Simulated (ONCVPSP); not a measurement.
**Building the ONCV potential for Ta (LDA (Perdew-Wang 92), fully relativistic).**

* Element: Ta
* Generator: ONCVPSP 4.0.1
* Type: optimised norm-conserving Vanderbilt (ONCV)
* Functional: LDA (Perdew-Wang 92)
* Relativity: fully relativistic
* Frozen core: [Kr] 4d10 4f14
* Valence charge: 13
* Reference configuration: 5s2 5p6 5d3 6s2
* Partial waves: 5s+6s: rc 1.90 bohr, ncon 3, nbas 7, qcut 7 1/bohr, 2 projectors; 5p: rc 1.75 bohr, ncon 4, nbas 8, qcut 7.4 1/bohr, 1 projector; 5d: rc 1.75 bohr, ncon 4, nbas 9, qcut 6 1/bohr, local
* Local potential: the d channel
* Core correction: Teter function, fcfact 5.25, rcfact 1.25

Open shells are filled in proportion to 2j + 1.

All-electron outer shells of the reference configuration (LDA (PZ), scalar-relativistic, ld1.x):

| shell | level (eV) | outermost node (bohr) | outermost maximum (bohr) |
| --- | --- | --- | --- |
| 5s | -73.19 | 0.54 | 0.98 |
| 5p | -39.56 | 0.58 | 1.13 |
| 4f | -24.93 | – | 0.44 |
| 6s | -5.62 | 1.32 | 2.74 |
| 5d | -3.79 | 0.65 | 1.58 |

Results:

```
Cutoffs needed             : 18 Ha and 23 Ha (the cutoffs (Ha) at which the residual kinetic energy of the hardest occupied pseudo-wave falls to 1 and 0.1 mHa per electron)
Ghost test                 : no bound ghost flagged; no localised positive-energy state flagged
Largest excitation error   : -2.3 meV (all-electron minus pseudo) for 5s2 5p6 5d3 6s0, out of 4 test configurations
rms error of d²Exc/dni dnj : 10.16 mHa without and 4.30 mHa with the model core
```

The potential misses its own reference levels by up to 0.4 eV.

Generation and tests took about 6.3 s on one core of a shared server CPU.
